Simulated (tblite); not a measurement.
Species: C6H11NOSi.
Structure used (GFN2-xTB), in Å, numbered top down from 1:
```
atom  x, y, z in Å
N1     3.4374    0.4177   -1.1200
C2     2.0098    0.1895   -1.0579
C3     1.4036    0.2722    0.3609
C4    -0.0820    0.0440    0.3132
C5    -0.6663   -1.1279    0.5791
Si6   -2.5084   -1.3893    0.4529
C7    -2.9705    0.3339   -0.0976
C8    -2.0464    1.2779   -0.2586
O9    -0.7101    1.1895   -0.0755
H10    3.9309   -0.2637   -0.5524
H11    3.6638    1.3405   -0.7636
H12    1.5246    0.9318   -1.6966
H13    1.8096   -0.8019   -1.4736
H14    1.8730   -0.4761    1.0020
H15    1.5998    1.2659    0.7719
H16   -0.0148   -1.9368    0.8727
H17   -3.1128   -1.7492    1.7459
H18   -2.8702   -2.4093   -0.5439
H19   -3.9929    0.6124   -0.2982
H20   -2.2832    2.2897   -0.5732
```

Level: GFN2-xTB in tblite, geometry and Hessian alike; calculated harmonic values, unscaled, isolated species. The method is semi-empirical: single wavenumbers can be off by several per cent or more. Modes of hydrogen on silicon can be 10 to 20 % off. One conformer, not necessarily the lowest.

Harmonic wavenumbers (cm⁻¹): 36.1, 78.2, 79.1, 127.6, 224.9, 304.6, 318.3, 325.1, 357.4, 359.2, 496.2, 517.8, 527.7, 601.4, 638.8, 701.4, 757.2, 793.3, 802.4, 804.8, 818.7, 822.5, 899.7, 909.6, 932.3, 967.1, 1026.7, 1063.0, 1096.6, 1117.4, 1130.3, 1232.7, 1244.3, 1268.8, 1295.3, 1316.7, 1330.1, 1338.5, 1465.5, 1480.4, 1573.0, 1627.0, 1660.4, 2170.0, 2198.5, 2959.1, 2971.1, 2973.4, 2987.1, 3012.7, 3075.3, 3085.2, 3381.8, 3412.5.

A = 3171, B = 718.8, C = 626.1 MHz; mass 141.061 u (most abundant isotopes); point group C1, symmetry number 1.

Question: Zero-point energy?

Answer: Half the sum of the wavenumbers: 34347 cm⁻¹ = 98.20 kcal/mol.

Question: Give the ideal-gas entropy at 298.15 K and 1 bar in the rigid-rotor, harmonic-oscillator model (classical rotation).

Answer: Translation 40.77, rotation 29.80, vibration 29.82: S = 100.4 cal/(mol K).

Question: And Cp and H(298.15 K) − H(0)?

Answer: Cp = 40.74 cal/(mol K), of which vibrations give 32.79 (their classical limit is 54 R = 107.3); H(298.15 K) − H(0) = 7.07 kcal/mol without the zero-point energy, 4.70 from vibrations.

Question: Blend soft modes into free rotors: weight 1/[1 + (100 cm⁻¹/ν̃)⁴] for the oscillator and the rest for a rotor with moment μB/(μ + B), μ = h/(8π²ν), B = 10⁻⁴⁴ kg m². What vibrational entropy results?

Answer: 26.97 cal/(mol K) in place of 29.82, which changes −T·S at 298.15 K by +0.85 kcal/mol.

Question: How do the functions run with temperature in this model?

Answer: 
```csv
T (K),S (cal/(mol K)),Cp (cal/(mol K)),H − H(0) (kcal/mol),G − H(0) (kcal/mol),ln q(vib)
150,79.1,23.4,2.34,-9.53,3.22
250,93.7,35.0,5.24,-18.19,5.80
400,114.0,52.0,11.80,-33.78,9.81
600,138.4,68.7,23.99,-59.08,15.24
900,169.5,84.2,47.12,-105.43,23.02
```

q(vib) and H(0) count from the zero-point level.

Question: What must be added to the electronic energy to get the Gibbs energy at 298.15 K and 1 bar?

Answer: ZPE + [H(298.15 K) − H(0)] − T·S = 98.20 + 7.07 − 29.93 = 75.34 kcal/mol.

Question: Which modes carry the vibrational entropy at 298.15 K?

Answer: 36.1 cm⁻¹: 5.46; 78.2 cm⁻¹: 3.94; 79.1 cm⁻¹: 3.91; 127.6 cm⁻¹: 2.98; 224.9 cm⁻¹: 1.92; 304.6 cm⁻¹: 1.39 cal/(mol K); the other 48 give 10.21 together.

Hindered rotation and anharmonicity are outside this model. Other conformers, if any are populated, would add a mixing term that is left out. The structure is chiral; the term R ln 2 for an equal mix with its mirror image is left out.
